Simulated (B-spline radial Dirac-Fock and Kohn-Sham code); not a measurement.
# Diagram lines of Tb²³⁺

System: Tb²³⁺ in the configuration [Kr] 4d6.

The run's input, task.json:

```json
{"items": [{
  "Z": 65,
  "q": 23,
  "cfg": [[1, 0, 2], [2, 0, 2], [2, 1, 6], [3, 0, 2], [3, 1, 6], [3, 2, 10], [4, 0, 2], [4, 1, 6], [4, 2, 6]],
  "A": 159,
  "rrms": 5.06,
  "do": ["binding"]
}]}
```

Launch: `python xray_run.py task.json out`

Model: multi-electron Dirac-Fock with separately optimised hole states, Breit and Lamb-shift corrections added in first order. Program: a radial atomic solver. A line energy is the difference of two single-hole energies; the list is a selection of electric-dipole transitions between resolved j subshells. Electron correlation is not included.

```
 line  energy (eV)  wavelength (Å)
 Kβ2'      51796.9         0.23937
Kβ2''      51755.4         0.23956
  Kβ1      50390.8         0.24605
  Kβ3      50234.2         0.24681
  Kα1      44477.2         0.27876
  Kα2      43739.4         0.28346
  Lγ3       8518.8          1.4554
  Lγ2       8477.3          1.4625
  Lγ5       7931.3          1.5632
  Lβ6       7193.5          1.7236
  Lβ3       7112.7          1.7431
  Lβ1       6988.7          1.7741
  Lβ4       6956.1          1.7824
   Lη       6296.1          1.9692
  Lα1       6284.1          1.9730
  Lα2       6250.9          1.9835
   Lℓ       5558.3          2.2306
  Mζ1       1035.5          11.973
  Mζ2       1027.2          12.070
```

Values without a named source are computed, but for edge energies of neutral atoms, which are taken from tables.
